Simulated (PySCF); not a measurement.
Molecular orbitals of BBr⁺

M06-2X at R = 1.758 Å; PySCF, no relativity, basis sets B 6-31G(d,p), Br 6-31G(d,p). State: ²Σ⁺ (doublet), unpaired electrons σ ↑. Only the outer orbitals are listed, counted within each symmetry.

| spin | orbital | occ. | ε (eV) | on B (%) | main shells (%) |
| --- | --- | --- | --- | --- | --- |
| α | 8σ | 1 | -33.02 | 14 | 84 Br s, 9 B s |
| α | 9σ | 1 | -22.92 | 42 | 45 Br p, 40 B s, 13 Br s |
| α | 4π | 1 | -18.66 | 17 | 83 Br p, 16 B p |
| α | 4π | 1 | -18.66 | 17 | 83 Br p, 16 B p |
| α | 10σ | 1 | -17.91 | 81 | 42 B p, 39 B s, 18 Br p |
| α | 5π | 0 | -8.99 | 81 | 81 B p, 16 Br p |
| α | 5π | 0 | -8.99 | 81 | 81 B p, 16 Br p |
| α | 11σ | 0 | -3.50 | 43 | 52 Br p, 36 B p, 12 Br d |
| β | 8σ | 1 | -32.81 | 13 | 85 Br s |
| β | 9σ | 1 | -22.18 | 34 | 54 Br p, 27 B s, 11 Br s |
| β | 4π | 1 | -18.57 | 12 | 87 Br p, 12 B p |
| β | 4π | 1 | -18.57 | 12 | 87 Br p, 12 B p |
| β | 10σ | 0 | -12.89 | 90 | 53 B p, 37 B s |
| β | 5π | 0 | -8.12 | 85 | 86 B p, 12 Br p |
| β | 5π | 0 | -8.12 | 85 | 86 B p, 12 Br p |

**Question.** Which are the highest filled and the lowest empty level, where do they sit, and how wide is the gap?

**Answer.** Highest filled α 10σ at -17.91 eV (in %: 42 B p, 39 B s, 18 Br p); lowest empty β 10σ at -12.89 eV (in %: 53 B p, 37 B s); the gap at M06-2X is 5.02 eV.

| Item | Value |
| --- | --- |
| bond order (Mayer) | 1.90 |
| ⟨S²⟩ | 0.759 |
| charge on B (Mulliken, basis-dependent) | 0.58 |
| charge on B (Löwdin, basis-dependent) | 0.40 |
| dipole moment (positive dipole points towards Br; it is taken about the centre of mass and depends on that origin) | -3.58 D |

Spin–orbit coupling is left out. The state was picked by a PBE0 search and need not be the measured ground state.
